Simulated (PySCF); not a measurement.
Spectra and structures to be paired. Computed, not measured: TDDFT B3LYP/def2-SVPD, vertical, gas phase, core orbitals frozen in the response, def2 core potentials past Kr in PySCF. Geometries: PBE0-D3(BJ)/def2-SVP; one conformer of each isolated species. Triplets are in the Tamm–Dancoff approximation. Atoms past krypton carry core potentials; spin–orbit coupling is left out.

A. `[CH3][Cd][I]`
B. `[GaH2][CH]1CC1`
C. `[H][Ge]([H])([CH3])[CH2]C`
D. `CC[N]=[Nb]([OH])([OH])[OH]`

Lowest singlet levels (six at most, fewer where fewer were computed) with oscillator strengths:

1. 4.89 eV (f 0.001); 5.06 eV (f 0.008); 5.11 eV (f 0.001); 5.41 eV (f 0.005); 5.56 eV (f 0.033); 5.68 eV (f 0.015); T1 4.29 eV
2. 7.20 eV (f 0.002); 7.42 eV (f 0.007); 7.88 eV (f 0.021); 7.99 eV (f 0.129); 8.01 eV (f 0.044); 8.14 eV (f 0.118); T1 7.04 eV
3. 4.77 eV (f 0.040 summed over 2 states); 5.35 eV (f 0.000); 5.39 eV (f 0.000 summed over 2 states); 5.59 eV (f 0.010); 6.01 eV (f 0.012 summed over 2 states); 6.51 eV (f 1.088) [of 10 roots; the last level is left out, as the window may have cut its degenerate partner]; T1 4.48 eV
4. 4.70 eV (f 0.002); 5.26 eV (f 0.000); 5.86 eV (f 0.065); 6.31 eV (f 0.001); 6.97 eV (f 0.005); 7.42 eV (f 0.170); T1 4.42 eV

Question: Which spectrum belongs to which structure?

Answer: 1 = D, 2 = C, 3 = A, 4 = B.
- A: S1 at 4.77 eV, HOMO-1/HOMO→LUMO (97%); for S1 the Löwdin share of cadmium is 5% in HOMO and 41% in LUMO; HOMO -7.06 and LUMO -1.37 eV; point group C3v, 3 of its 9 listed states under f = 0.0005.
- B: S1 at 4.70 eV, HOMO→LUMO (99%); Löwdin shares by element: HOMO carbon 58%, gallium 20% (atoms not listed hold the other 21%); LUMO gallium 62%, hydrogen 20% or more, carbon 9% or more; HOMO -7.43 and LUMO -1.64 eV; point group Cs, 1 of its 6 listed states under f = 0.0005.
- C: S1 at 7.20 eV, HOMO→LUMO (96%); Löwdin shares by element: HOMO carbon 54%, germanium 22% (atoms not listed hold the other 25%); LUMO germanium 35%, carbon 22% or more, hydrogen 6% or more (atoms not listed hold the other 38%); HOMO -7.82 and LUMO 0.29 eV.
- D: S1 at 4.89 eV, HOMO→LUMO+1 (64%), HOMO-1→LUMO (18%); for S1 the Löwdin share of niobium is 17% in HOMO and 58% in LUMO+1; HOMO -6.90 and LUMO -0.70 eV.
A and B have S1 within 0.07 eV of each other; their strongest listed levels stand at 6.51 eV (f 1.088) and 7.42 eV (f 0.170).
A and D have S1 within 0.13 eV of each other; their strongest listed levels stand at 6.51 eV (f 1.088) and 5.56 eV (f 0.033).

A slash joins orbitals within 0.01 eV of each other, whose weights are summed (≥ marks a lower bound).
